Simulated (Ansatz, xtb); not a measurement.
# Two isomers of AlFH4NSi

Structure I is `[F][Al][NH][SiH3]`, a doublet and structure II is `[F][AlH][NH][SiH2]`, a doublet. Both are isolated molecules in the gas phase, relaxed with PBE0-D3(BJ)/def2-SVP; the shapes shown needn't be the lowest conformers.

I (Å):

```xyz
8

Al   -0.7099    2.7656    0.5077
F     0.2111    3.4259   -0.7188
N    -0.8672    0.9839    0.5728
Si   -0.1797   -0.2232   -0.4891
H    -1.4354    0.6124    1.3321
H    -1.2365   -1.0481   -1.1569
H     0.6092    0.5011   -1.5260
H     0.7189   -1.1690    0.2464
```

II (Å):

| atom | x (Å) | y (Å) | z (Å) |
| --- | --- | --- | --- |
| Al | 1.4053 | 1.9828 | 1.3652 |
| F | 1.8214 | 3.5890 | 1.5060 |
| N | 2.2348 | 1.0448 | 0.0940 |
| Si | 1.9738 | -0.6111 | -0.3891 |
| H | 2.9141 | 1.5460 | -0.4774 |
| H | 1.0951 | -1.2361 | 0.6532 |
| H | 3.2682 | -1.3688 | -0.4902 |
| H | 0.3271 | 1.3583 | 2.3193 |

Q: Estimate which is lower in electronic energy at CCSD(T)/def2-SVP + ΔMP2/def2-TZVPP, and by roughly how much.

A: The CCSD(T)/def2-SVP + ΔMP2/def2-TZVPP calculation puts structure I lower, by 6.2 kcal/mol.

How the difference moves with the method:

| level | geometry | E(II) − E(I) (kcal/mol) | departure from the last row (kcal/mol) | job, with rough time for the two |
| --- | --- | --- | --- | --- |
| PBE0-D3(BJ)/def2-SVP | PBE0-D3(BJ)/def2-SVP | +4.5 | −1.7 | optimisation, 2.2 min |
| HF/def2-SVP | PBE0-D3(BJ)/def2-SVP | +5.4 | −0.8 | part of the CCSD(T) run |
| MP2/def2-SVP | PBE0-D3(BJ)/def2-SVP | +5.5 | −0.7 | part of the CCSD(T) run |
| CCSD(T)/def2-SVP | PBE0-D3(BJ)/def2-SVP | +4.5 | −1.7 | single point |
| CCSD(T)/def2-SVP + ΔMP2/def2-TZVPP | PBE0-D3(BJ)/def2-SVP | +6.2 |  | single point, 37 s |

As drawn, II has 1 Al–H in place of 1 Si–H.

None of the levels shown reverses the order. The largest departure from CCSD(T)/def2-SVP + ΔMP2/def2-TZVPP is that of PBE0-D3(BJ)/def2-SVP, 1.7 kcal/mol. Levels run at GFN2-xTB geometries aren't shown. The last row adds to CCSD(T) the change of the MP2 difference between the two basis sets, here +1.7 kcal/mol.

With harmonic frequencies from PBE0-D3(BJ)/def2-SVP (ideal gas, rigid rotor, one conformer each, 298.15 K, 1 atm): on the last row, ΔE + ΔZPE = +4.9, ΔH = +5.0, ΔG = +5.1 kcal/mol.

Open shells are spin-unrestricted. The correlated steps freeze 12 core orbitals. Mirror images aren't counted in ΔG. Programs: Ansatz 0.2.0; the last row on 2 threads of AMD EPYC 7R43 64-Core Processor (Zen 3) on a shared host.
